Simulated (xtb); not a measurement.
Cl₂Cu (SMILES [Cl][Cu][Cl]), doublet, geometry from GFN2-xTB (such geometries of metal compounds can be far from the true shape); xtb with GFN0-xTB.

Input for xtb:
```
$ xtb mol.xyz --gfn 0 --uhf 1 --ohess --json

# file mol.xyz
3

Cu     0.00000000     0.00000000     0.00000000
Cl    -0.00000000    -0.00000000    -2.03485924
Cl     0.00000000     0.00000000     2.03485924
```

It wrote (shortened):

```
   ID    Z sym.   atoms
    1   29 Cu     1
    2   17 Cl     2, 3

           -------------------------------------------------
          |                Calculation Setup                |
           -------------------------------------------------

           -------------------------------------------------
          |                 G F N 0 - x T B                 |
           -------------------------------------------------

          ...................................................
          :                      SETUP                      :
          :.................................................:
          :  # basis functions                  30          :
          :  # atomic orbitals                  27          :
          :  # shells                            9          :
          :  # electrons                        25          :
          :  electronic temp.          300.0000000     K    :
          :  accuracy                    1.0000000          :
          :  -> integral cutoff          0.2500000E+02      :
          :  -> integral neglect         0.1000000E-07      :
          ...................................................

         :::::::::::::::::::::::::::::::::::::::::::::::::::::
         ::                     SUMMARY                     ::
         :::::::::::::::::::::::::::::::::::::::::::::::::::::
         :: total energy             -13.178699537593 Eh    ::
         :: gradient norm              0.007824259663 Eh/a0 ::
         :: HOMO-LUMO gap              7.347482842757 eV    ::
         ::.................................................::
         :: H0 energy                -13.134604341050 Eh    ::
         :: repulsion energy           0.010825371732 Eh    ::
         :: electrostat energy        -0.054296167447 Eh    ::
         :: -> Gsolv                   0.000000000000 Eh    ::
         ::    -> Gsasa                0.000000000000 Eh    ::
         ::    -> Gshift               0.000000000000 Eh    ::
         :: dispersion energy         -0.000624400827 Eh    ::
         :: short-range corr.          0.000000000000 Eh    ::
         :: add. restraining           0.000000000000 Eh    ::
         :: total charge              -0.000000000000 e     ::
         :::::::::::::::::::::::::::::::::::::::::::::::::::::

      -----------------------------------------------------------
     |                   =====================                   |
[...]
 * total energy  :   -13.1786995 Eh     change        0.0000000E+00 Eh
 * total energy  :   -13.1789861 Eh     change       -0.2865562E-03 Eh
 * total energy  :   -13.1791434 Eh     change       -0.1573319E-03 Eh
 * total energy  :   -13.1791475 Eh     change       -0.4034972E-05 Eh
   *** GEOMETRY OPTIMIZATION CONVERGED AFTER 4 ITERATIONS ***
         :: total energy             -13.179147460621 Eh    ::
[...]
          :.................................................:

    mode    ω/cm⁻¹     T·S(HO)/kcal·mol⁻¹    T·S(FR)/kcal·mol⁻¹   T·S(vib)
   ------------------------------------------------------------------------
       1     80.41    -1.15704 ( 87.00%)    -0.91548 ( 13.00%)    -1.12563
       2     80.41    -1.15704 ( 87.00%)    -0.91548 ( 13.00%)    -1.12563
       3    211.54    -0.60535 ( 99.69%)    -0.62914 (  0.31%)    -0.60543
   ------------------------------------------------------------------------

   temp. (K)  partition function   enthalpy   heat capacity  entropy
                                   cal/mol     cal/K/mol   cal/K/mol   J/K/mol
 298.15  VIB   18.1                 1523.139      7.026     10.658
         ROT  0.189E+04              592.502      1.987     16.981
         INT  0.343E+05             2115.640      9.013     27.638
         TR   0.151E+28             1481.254      4.968     40.582
         TOT                        3596.8942    13.9809    68.2205   285.4345

       T/K    H(0)-H(T)+PV         H(T)/Eh          T*S/Eh         G(T)/Eh
   ------------------------------------------------------------------------
    298.15    0.573202E-02    0.742539E-02    0.324138E-01   -0.249884E-01
   ------------------------------------------------------------------------

         :::::::::::::::::::::::::::::::::::::::::::::::::::::
         ::                  THERMODYNAMIC                  ::
         :::::::::::::::::::::::::::::::::::::::::::::::::::::
         :: total free energy         -13.204135825112 Eh   ::
         ::.................................................::
         :: total energy              -13.179147460621 Eh   ::
         :: zero point energy           0.001693371622 Eh   ::
         :: G(RRHO) w/o ZPVE           -0.026681736113 Eh   ::
         :: G(RRHO) contrib.           -0.024988364491 Eh   ::
         :::::::::::::::::::::::::::::::::::::::::::::::::::::

optimized geometry written to: xtbopt.xyz

           -------------------------------------------------
          | TOTAL ENERGY              -13.179147460621 Eh   |
          | TOTAL ENTHALPY            -13.171722073281 Eh   |
          | TOTAL FREE ENERGY         -13.204135825112 Eh   |
          | GRADIENT NORM               0.000394750339 Eh/α |
          | HOMO-LUMO GAP               7.107908059590 eV   |
           -------------------------------------------------

normal termination of xtb
```
